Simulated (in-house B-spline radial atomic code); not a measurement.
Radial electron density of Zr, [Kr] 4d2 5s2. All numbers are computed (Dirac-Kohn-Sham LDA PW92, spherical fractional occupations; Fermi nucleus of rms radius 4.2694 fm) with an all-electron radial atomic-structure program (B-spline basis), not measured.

Columns: r (bohr), 4πr²n(r) (electrons per bohr), bar.

```
 0.00147    1.409 #
 0.00183    2.081 #
 0.00227    3.034 ##
 0.00282    4.398 ###
  0.0035    6.296 #####
 0.00434    8.885 ######
 0.00539    12.37 #########
 0.00669    16.85 ############
 0.00831    22.43 ################
  0.0103    28.87 #####################
  0.0128     35.9 ##########################
  0.0159    42.61 ###############################
  0.0197    47.83 ##################################
  0.0245    50.48 ####################################
  0.0304    49.85 ####################################
  0.0377    46.65 #################################
  0.0468    43.25 ###############################
  0.0581    42.99 ###############################
  0.0722    47.94 ##################################
  0.0896    56.07 ########################################
   0.111    61.34 ############################################
   0.138     58.1 ##########################################
   0.171    47.52 ##################################
   0.213    38.24 ###########################
   0.264    38.46 ############################
   0.328    44.34 ################################
   0.407    44.29 ################################
   0.505    33.57 ########################
   0.627    19.51 ##############
   0.778     11.3 ########
   0.966    9.489 #######
     1.2    8.881 ######
    1.49    6.602 #####
    1.85    3.824 ###
    2.29    2.094 ##
    2.85    1.334 #
    3.54   0.9235 #
    4.39   0.5437 
    5.45    0.235 
    6.76  0.06935 
    8.39   0.0129 
    10.4 0.001426 
    12.9 8.479e-05
```

On this grid the curve has 3 maxima, near 0.0245, 0.111, 0.328 bohr.

The 5s1/2 radial function P(r) = rR(r), positive near the nucleus, with its small component Q(r) (sign convention: Q ≈ (P' + κP/r)/2c):

```json
{"r (bohr)": "0.0005", "P": "0.004878", "Q": "-0.0007239"}
{"r (bohr)": "0.00077", "P": "0.007291", "Q": "-0.001092"}
{"r (bohr)": "0.00119", "P": "0.01087", "Q": "-0.001639"}
{"r (bohr)": "0.00183", "P": "0.01597", "Q": "-0.002429"}
{"r (bohr)": "0.00282", "P": "0.02316", "Q": "-0.003566"}
{"r (bohr)": "0.00434", "P": "0.03277", "Q": "-0.005143"}
{"r (bohr)": "0.00669", "P": "0.0447", "Q": "-0.007234"}
{"r (bohr)": "0.0103", "P": "0.05723", "Q": "-0.009762"}
{"r (bohr)": "0.0159", "P": "0.06572", "Q": "-0.01236"}
{"r (bohr)": "0.0245", "P": "0.06061", "Q": "-0.01406"}
{"r (bohr)": "0.0377", "P": "0.02921", "Q": "-0.01328"}
{"r (bohr)": "0.0581", "P": "-0.03386", "Q": "-0.008452"}
{"r (bohr)": "0.0896", "P": "-0.09992", "Q": "-8.287e-05"}
{"r (bohr)": "0.138", "P": "-0.09087", "Q": "0.006922"}
{"r (bohr)": "0.213", "P": "0.04537", "Q": "0.006086"}
{"r (bohr)": "0.328", "P": "0.1697", "Q": "-0.001262"}
{"r (bohr)": "0.505", "P": "0.03904", "Q": "-0.004788"}
{"r (bohr)": "0.778", "P": "-0.2376", "Q": "-0.0009099"}
{"r (bohr)": "1.2", "P": "-0.1843", "Q": "0.00273"}
{"r (bohr)": "1.85", "P": "0.2623", "Q": "0.001652"}
{"r (bohr)": "2.85", "P": "0.5754", "Q": "-0.0004467"}
{"r (bohr)": "4.39", "P": "0.4626", "Q": "-0.0009094"}
{"r (bohr)": "6.76", "P": "0.1721", "Q": "-0.0003989"}
{"r (bohr)": "10.4", "P": "0.02477", "Q": "-5.93e-05"}
```
